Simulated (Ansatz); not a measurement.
BClGaH$_{3}$O (`O[B](Cl)[GaH2]`). Charge 0, multiplicity 1. Geometry: relaxed with PBE0-D4/def2-TZVP. It is one conformer, not always the lowest.

```xyz
7

O     1.444   -0.709   -0.706
B     0.363   -0.553    0.078
Cl   -0.018   -1.835    1.266
Ga   -0.900    1.115   -0.019
H     1.930   -1.528   -0.548
H    -0.657    2.377    0.887
H    -2.162    1.131   -0.957
```

**Question.** What is the dipole moment at r2SCAN/def2-TZVPP? (Estimate.)

**Answer.** Ansatz gave: 1.49 D, with components (1.17, -0.83, -0.39) D in this frame, pointing from negative to positive charge.

**Question.** And with PBE, B3LYP, ωB97M-V? (Estimate.)

**Answer.** Ansatz gave: PBE 1.50 D, B3LYP 1.45 D, ωB97M-V 1.46 D.

**Question.** Give the Mulliken charges with r2SCAN, PBE, ωB97M-V in def2-TZVPP. (An estimate is asked.)

**Answer.** The calculation gave: 
```
atom  r2SCAN    PBE  ωB97M-V
  O1   -0.26  -0.18    -0.22
  B2    0.32   0.26     0.24
 Cl3   -0.18  -0.16    -0.15
 Ga4    0.05  -0.04    -0.01
  H5    0.21   0.20     0.19
  H6   -0.07  -0.04    -0.03
  H7   -0.07  -0.04    -0.03
```

B3LYP here is the variant with VWN-RPA as its local correlation; programs differ in this.
